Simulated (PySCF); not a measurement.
# Copper: a sound run and one with changed settings

Sound run: Cu⁺ [Ar] 3d10, Cu²⁺ [Ar] 3d9. All numbers are calculated (PySCF 2.14, scalar relativity by spin-free X2C-1e, in Sapporo-DKH3-DZP-2012 (6s4p3d1f, 40 functions)). The sound run starts from symmetry-adapted Hartree-Fock orbitals and uses a fine grid where one is needed.

Changed run: initial guess minao, at most 2 SCF cycles. This setting is unsound on purpose.

| species | method | sound run (hartree) | changed run (hartree) | converged |
| --- | --- | --- | --- | --- |
| Cu⁺ | UHF | -1652.86827 | -1652.79044 | no |
| Cu⁺ | M06-L | -1654.36561 | -1649.88315 | no |
| Cu⁺ | M06-2X | -1654.46158 | -1654.05137 | no |
| Cu²⁺ | UHF | -1652.23120 | -1651.96664 | no |
| Cu²⁺ | M06-L | -1653.62512 | -1649.71290 | no |
| Cu²⁺ | M06-2X | -1653.72553 | -1652.98671 | no |

The SCF was stopped early; the energies are upper bounds that still move, and correlated levels were skipped or rest on poor orbitals.
